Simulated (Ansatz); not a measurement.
def2 core potentials replace the inner electrons of Sn.

All values below come from Ansatz (an electronic-structure program) with PBE0-D3(BJ)/def2-SVP. No frequencies were computed at this level.

Ansatz 0.2 input:
```yaml
crystal:
  periodic: [false, false, false]
  atoms:
    - { symbol: F, position_ang: [-2.739635, -0.34391, 0.132573] }
    - { symbol: C, position_ang: [-1.43017, -0.584609, -0.054728] }
    - { symbol: F, position_ang: [-1.302218, -1.006424, -1.318395] }
    - { symbol: F, position_ang: [-1.123207, -1.624842, 0.729498] }
    - { symbol: C, position_ang: [-0.603523, 0.624441, 0.237877] }
    - { symbol: Sn, position_ang: [1.597609, 0.204391, -0.073271] }
    - { symbol: Cl, position_ang: [2.420521, -1.440093, 1.325033] }
    - { symbol: Cl, position_ang: [2.11878, -0.36713, -2.250075] }
    - { symbol: Cl, position_ang: [2.686515, 2.186296, 0.430174] }
    - { symbol: H, position_ang: [-0.740383, 0.920302, 1.274463] }
    - { symbol: H, position_ang: [-0.884189, 1.431679, -0.433249] }
basis:
  gaussian: { orbitals: def2-svp }
hamiltonian:
  xc: pbe0
  dispersion: d3bj
relax:
  max_steps: 150
```

Output:

```
Functional definition: PBE0
1734 factors; integrals over basis functions are off by at most 3.2e-4 eV
mean field evaluation 1: about -53613.2830 eV, gradient 5.1e1 eV
mean field evaluation 2: about -53610.4669 eV, gradient 6.2e1 eV
mean field evaluation 4: about -53618.7596 eV, gradient 1.7e0 eV
mean field evaluation 8: about -53618.8427 eV, gradient 1.3e-1 eV
mean field evaluation 16: about -53618.8427 eV, gradient 6.1e-5 eV
mean field -53618.84273554 eV, -1970.4561263740 hartree, gradient 6.1e-5 eV, S^2 0.000000; 0 other end points of the search recorded, 0 dependent functions left out
reference -53618.84276228 eV, -1970.4561273569 hartree; 57, 57 occupied and 103, 103 virtual orbitals, 1734 factors
relax step   1: F+E_penalty+E_count = -53619.18174160 eV  Δ(F+E_penalty+E_count) = +0.000e0 eV  max|allowed force component| = 1.388e0 eV/Å  Δτ_max = 0.0000 Å  (27 SCF iters, accepted)
these checks for a lower state are left out or cut short: starts, cluster_reference, orbital_swaps, neighbouring_geometries, increment
1734 factors; integrals over basis functions are off by at most 3.2e-4 eV
mean field -53618.89759110 eV, -1970.4581422787 hartree, gradient 1.7e-5 eV, S^2 0.000000; 0 other end points of the search recorded, 0 dependent functions left out
reference -53618.89761760 eV, -1970.4581432526 hartree; 57, 57 occupied and 103, 103 virtual orbitals, 1734 factors
relax step   2: F+E_penalty+E_count = -53619.24483102 eV  Δ(F+E_penalty+E_count) = -6.309e-2 eV  max|allowed force component| = 9.765e-1 eV/Å  Δτ_max = 0.1053 Å  (29 SCF iters, accepted)
these checks for a lower state are left out or cut short: starts, cluster_reference, orbital_swaps, neighbouring_geometries, increment
1734 factors; integrals over basis functions are off by at most 3.3e-4 eV
mean field -53618.93869526 eV, -1970.4596528287 hartree, gradient 1.0e-5 eV, S^2 0.000000; 0 other end points of the search recorded, 0 dependent functions left out
reference -53618.93872188 eV, -1970.4596538069 hartree; 57, 57 occupied and 103, 103 virtual orbitals, 1734 factors
relax step   3: F+E_penalty+E_count = -53619.28246065 eV  Δ(F+E_penalty+E_count) = -3.763e-2 eV  max|allowed force component| = 2.553e-1 eV/Å  Δτ_max = 0.0492 Å  (31 SCF iters, accepted)
these checks for a lower state are left out or cut short: starts, cluster_reference, orbital_swaps, neighbouring_geometries, increment
1734 factors; integrals over basis functions are off by at most 3.3e-4 eV
mean field evaluation 32: about -53618.8630 eV, gradient 7.3e-1 eV
mean field -53618.94033444 eV, -1970.4597130677 hartree, gradient 2.1e-5 eV, S^2 0.000000; 0 other end points of the search recorded, 0 dependent functions left out
reference -53618.94036108 eV, -1970.4597140465 hartree; 57, 57 occupied and 103, 103 virtual orbitals, 1734 factors
relax step   4: F+E_penalty+E_count = -53619.28351373 eV  Δ(F+E_penalty+E_count) = -1.053e-3 eV  max|allowed force component| = 1.006e-1 eV/Å  Δτ_max = 0.0083 Å  (24 SCF iters, accepted)
these checks for a lower state are left out or cut short: starts, cluster_reference, orbital_swaps, neighbouring_geometries, increment
1734 factors; integrals over basis functions are off by at most 3.3e-4 eV
mean field -53618.94054080 eV, -1970.4597206510 hartree, gradient 1.5e-5 eV, S^2 0.000000; 0 other end points of the search recorded, 0 dependent functions left out
reference -53618.94056743 eV, -1970.4597216299 hartree; 57, 57 occupied and 103, 103 virtual orbitals, 1734 factors
relax step   5: F+E_penalty+E_count = -53619.28369907 eV  Δ(F+E_penalty+E_count) = -1.853e-4 eV  max|allowed force component| = 1.682e-2 eV/Å  Δτ_max = 0.0068 Å  (24 SCF iters, accepted)
these checks for a lower state are left out or cut short: starts, cluster_reference, orbital_swaps, neighbouring_geometries, increment
1734 factors; integrals over basis functions are off by at most 3.3e-4 eV
mean field -53618.94066197 eV, -1970.4597251040 hartree, gradient 6.9e-6 eV, S^2 0.000000; 0 other end points of the search recorded, 0 dependent functions left out
reference -53618.94068861 eV, -1970.4597260829 hartree; 57, 57 occupied and 103, 103 virtual orbitals, 1734 factors
relax step   6: F+E_penalty+E_count = -53619.28372732 eV  Δ(F+E_penalty+E_count) = -2.825e-5 eV  max|allowed force component| = 8.763e-3 eV/Å  Δτ_max = 0.0025 Å  (24 SCF iters, accepted)
1734 factors; integrals over basis functions are off by at most 3.3e-4 eV
mean field evaluation 64: about -53618.9407 eV, gradient 7.2e-4 eV
mean field -53618.94066197 eV, -1970.4597251040 hartree, gradient 6.9e-6 eV, S^2 0.000000; 1 other end points of the search recorded, 0 dependent functions left out
reference -53618.94068861 eV, -1970.4597260829 hartree; 57, 57 occupied and 103, 103 virtual orbitals, 1734 factors
Total energy: -53619.28375396 eV, -1970.4723335021 hartree
Atom 0 at    -2.716831    -0.308621     0.139744 Å, force    -0.004757     0.002635     0.000854 eV/Å
Atom 1 at    -1.431053    -0.602181    -0.060240 Å, force     0.008763     0.007456     0.001556 eV/Å
Atom 2 at    -1.302299    -1.011975    -1.324822 Å, force     0.000370    -0.002199    -0.001913 eV/Å
Atom 3 at    -1.124365    -1.633158     0.731506 Å, force     0.000235    -0.002862     0.000367 eV/Å
Atom 4 at    -0.555132     0.586829     0.223139 Å, force    -0.002739    -0.001215    -0.000008 eV/Å
Atom 5 at     1.538862     0.218307    -0.064329 Å, force    -0.000899    -0.002996    -0.000954 eV/Å
Atom 6 at     2.380908    -1.428055     1.342114 Å, force     0.000426     0.000640     0.000073 eV/Å
Atom 7 at     2.077255    -0.351084    -2.251465 Å, force     0.000283     0.000423     0.000258 eV/Å
Atom 8 at     2.645179     2.206217     0.438150 Å, force    -0.001559     0.000346     0.000096 eV/Å
Atom 9 at    -0.684016     0.905194     1.266874 Å, force    -0.000021    -0.001098    -0.000684 eV/Å
Atom 10 at    -0.828407     1.418628    -0.440770 Å, force    -0.000101    -0.001128     0.000355 eV/Å
Dipole moment:    -0.337757     0.341939     0.131246 e Å
```

Cost: about 2.2 core-minutes (a rough figure).
